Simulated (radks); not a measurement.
Problem. These are the eigenvalues of the occupied orbitals of an atom or ion with whole-number occupations (Ry). All-electron calculation, Dirac Kohn-Sham, exchange-only B88, spin-unpolarised, spherical densities, point nucleus. Program: a radial shooting solver on a logarithmic mesh with Libxc functionals.

1s1/2: -754.3061
2s1/2: -95.13083
2p1/2: -84.50807
2p3/2: -82.47304
3s1/2: -13.24796
3p1/2: -9.81442
3p3/2: -9.54746
3d3/2: -3.78572
3d5/2: -3.75112

Which element is it, and in what charge state? The configuration may be excited. Open shells, if any, are shared by 2j + 1.

Solution. Z = 31, gallium, charge +3: Ga3+ in [Ar] 3d10. The list shows which subshells hold electrons but not how many an open one holds; the 1s level, -377.15 hartree, gives Z - s = 27.5 by -(Z - s)^2/2, which with screening and relativity narrows Z to a few neighbours, and the depths of the outer levels then fix element, charge and occupations together.
